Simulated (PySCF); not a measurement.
Ionisation energy of Kr⁺ by level of theory

Kr⁺ [Ar] 3d10 4s2 4p5 (2P) → Kr²⁺ [Ar] 3d10 4s2 4p4 (3P), as a difference of total energies. All numbers are calculated (PySCF 2.14, scalar relativity by spin-free X2C-1e, in aug-cc-pVDZ-DK (6s5p3d, 36 functions)). Correlated levels: valence: [Ar] 3d10 frozen. The calculations carry no spin-orbit coupling.

Task: Order these methods by the ionisation energy they give, lowest first.
A. UHF
B. MN15
C. PBE0
D. LC-wPBE

Result: A (23.276 eV), B (24.293 eV), C (24.383 eV), D (24.469 eV).

A first-order spin-orbit estimate (lowest level to lowest level, LS coupling) adds -0.024 eV.

Errors of the correlated levels include the incompleteness of this basis and the frozen core.

For comparison: 24.360 eV (measured; NIST Atomic Spectra Database, ionization energies).
